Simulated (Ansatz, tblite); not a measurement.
Removing an electron: n-GeGeGeGeSiH12 (SiGe4H12). The state is a singlet with charge 0. Geometry: r2SCAN-D4/def2-SVP. Ansatz, gas phase; energy differences of separate SCF runs; the oxidised species was run as a doublet alone.

| atom | x (Å) | y (Å) | z (Å) |
| --- | --- | --- | --- |
| Ge1 | 1.892 | -0.699 | 1.897 |
| Ge2 | 1.588 | 1.206 | 0.438 |
| Ge3 | -0.770 | 1.753 | 0.273 |
| Ge4 | -1.764 | 0.446 | -1.508 |
| Si5 | -1.187 | -1.854 | -1.300 |
| H6 | 3.303 | -1.295 | 1.757 |
| H7 | 0.864 | -1.793 | 1.567 |
| H8 | 1.682 | -0.265 | 3.357 |
| H9 | 2.394 | 2.400 | 0.980 |
| H10 | 2.126 | 0.883 | -0.969 |
| H11 | -0.972 | 3.257 | 0.010 |
| H12 | -1.461 | 1.413 | 1.607 |
| H13 | -3.295 | 0.614 | -1.508 |
| H14 | -1.236 | 0.980 | -2.851 |
| H15 | -1.805 | -2.660 | -2.396 |
| H16 | 0.299 | -2.004 | -1.371 |
| H17 | -1.659 | -2.382 | 0.016 |

The xTB rows come from tblite.

```tsv
level	−HOMO (eV)	vertical IE (eV)	−LUMO (eV)	HOMO–LUMO gap (eV)
GFN1-xTB	11.49	13.21	7.92	3.56
GFN2-xTB	10.10	12.26	5.59	4.50
PBE-D4/def2-TZVP	6.62	8.90	1.16	5.46
PBE0-D4/def2-TZVP	7.60	9.15	0.36	7.24
BHLYP-D4/def2-TZVP	8.43	9.25	-0.52	8.95
```

  Raw xTB energy differences between charge states are shifted by several eV; the methods need an empirical correction for them.
